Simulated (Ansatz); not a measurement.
`[CH3][Al]([Cl])[SiH](O)F` + H₂S → `[CH3][Al]([SH])[Cl]` + `O[SiH2]F`  (cleavage of the Al–Si bond)

Gas-phase electronic energies from Ansatz, PBE0-D4/def2-TZVP geometries. CBS: MP2 limit from def2 TZ/QZ plus the TZ coupled-cluster correction, frozen cores. This one scheme is used for every species. DFT in def2-TZVPP. B3LYP here is the variant with VWN-RPA as its local correlation; programs differ in this. Each species was taken in one conformer, which may not be the lowest.

`[CH3][Al]([Cl])[SiH](O)F`:

Cartesian coordinates in Å:
```
C -0.697 -0.921 1.748
Al 0.755 -0.368 0.580
Cl 2.710 -1.002 1.051
Si 0.534 0.981 -1.481
O -0.748 0.540 -2.411
F 0.351 2.510 -1.009
H -0.351 -1.082 2.771
H -1.120 -1.869 1.395
H -1.512 -0.191 1.767
H 1.685 0.955 -2.416
H -1.607 0.447 -1.996
```

H₂S:

Z-matrix (Å, degrees):
```
S
H 1 1.341
H 1 1.341 2 92.3
```

`[CH3][Al]([SH])[Cl]`:

Z-matrix (Å, degrees):
```
C
Al 1 1.933
H 1 1.094 2 110.6
H 1 1.092 2 111.8 3 120.8
H 1 1.094 2 110.6 3 -118.4
S 2 2.177 1 122.1 3 -121.4
Cl 2 2.102 1 120.9 3 58.6
H 6 1.344 2 93.1 1 -180.0
```

`O[SiH2]F`:

```xyz
6

O    -0.947    0.078   -0.846
Si    0.301    0.159    0.198
F     1.430   -0.904   -0.178
H    -1.536   -0.677   -0.811
H     0.873    1.510    0.056
H    -0.121   -0.166    1.581
```

```csv
level,ΔE (kJ/mol),difference from CCSD(T)/CBS
PBE-D4,-118.5,18.5
r2SCAN-D4,-136.7,0.3
PBE0-D4,-126.4,10.6
ωB97X-V,-131.8,5.2
B2PLYP,-137.7,-0.7
r2SCAN,-137.4,-0.4
B3LYP,-131.2,5.8
HF/def2-TZVPP,-147.0,-10.0
MP2/def2-TZVPP,-147.6,-10.6
SCS-MP2/def2-TZVPP,-144.1,-7.1
CCSD(T)/def2-TZVPP,-136.0,1.0
HF/def2-QZVPP,-146.6,-9.6
MP2/def2-QZVPP,-148.0,-11.0
HF/CBS(def2),-146.6,-9.6
MP2/CBS(def2),-148.6,-11.6
CCSD/CBS(def2),-137.6,-0.6
CCSD(T)/CBS,-137.0,0
```

Largest T1 diagnostic among the species: 0.011.

From PBE to PBE0 (25 % exact exchange), in def2-TZVPP and without D4, ΔE moves by −8.0 kJ/mol.
